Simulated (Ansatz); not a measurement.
Species: C₃H₉ClGe (charge 0, singlet). 
Structure (B3LYP-D3(BJ)/def2-TZVP (Ansatz, a program for electronic structure) minimum search):
```
Ge
C 1 1.9567
H 2 1.0892 1 110.05
H 2 1.0892 3 108.87 1 -120.69
H 2 1.0912 3 108.95 4 -118.70
C 1 1.9567 2 112.65 3 -175.60
H 6 1.0892 1 110.05 2 175.60
H 6 1.0892 7 108.87 1 120.69
H 6 1.0912 7 108.95 8 118.70
C 1 1.9567 2 112.65 3 55.62
H 10 1.0892 1 110.05 2 -55.62
H 10 1.0892 11 108.87 1 120.69
H 10 1.0912 11 108.95 12 118.70
Cl 1 2.2019 2 106.07 3 -59.99
```
Charge 0, spin multiplicity 1.

Basis-set convergence of Hartree-Fock and CCSD(T) correlation energies (hartree) with Ansatz. Valence correlation only, unless marked. Spin-orbit coupling is left out. The frozen core is the preceding noble-gas configuration, with the filled d and f shells of earlier blocks. Non-relativistic.

| basis | functions | E(HF) | E(corr, CCSD(T)) |
|---|---|---|---|
| def2-SVP | 137 | -2653.29244 | -0.75292 |
| def2-TZVPP | 309 | -2653.84893 | -0.94435 |
| def2-QZVPP | 600 | -2653.90873 | -1.00101 |

Extrapolating the two largest sets (X = 3 and 4) as X^-3: E(corr) = (64·(-1.00101) - 27·(-0.94435))/37 = -1.0424 Eh, an estimate of the basis-set limit. The largest set recovers 96.0 % of it, the smallest 72.2 %.
